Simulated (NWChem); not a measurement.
# LaCl2F; SMILES [Cl][La]([F])[Cl]

Results from NWChem. The geometry was optimised at PBE0/def2-SVP. def2 effective core potentials on La; no spin-orbit coupling.

Predict the results for B3LYP/def2-SVP. Quantities: highest occupied level (eV); orbital gap (eV); dipole (D).


```
Item                         Value
---------------------------  -----
highest occupied level (eV)  -8.22
orbital gap (eV)              5.34
dipole (D)                    3.16
```
